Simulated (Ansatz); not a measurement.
Basis-set extrapolation for AlH9OSi2 (`[AlH3-][O+]([SiH3])[SiH3]`) (PBE0-D4/def2-TZVP geometry, frozen core, Ansatz 0.2.0). Multiplicity 1, RHF reference.

|  | cc-pV(T+d)Z | cc-pV(Q+d)Z |
| --- | --- | --- |
| HF | -900.033540 | -900.052281 |
| MP2 correlation | -0.598125 | -0.642578 |
| CCSD(T) correlation | -0.682759 | -0.722774 |

Energies in hartree. Use E(X) = E(∞) + A·exp(−5.46·√X) for Hartree–Fock and E(X) = E(∞) + B·X^(−3.05) for correlation, with X = 3 and 4.

Q: What is the CCSD(T) energy at the basis-set limit?

A: HF limit: -900.052281 + (-0.018741) × 0.30130 = -900.05793. Correlation limit: -0.722774 + (-0.040015) × 0.71189 = -0.75126. Total: -900.80919 hartree, 243.9 kJ/mol below CCSD(T)/cc-pV(T+d)Z.
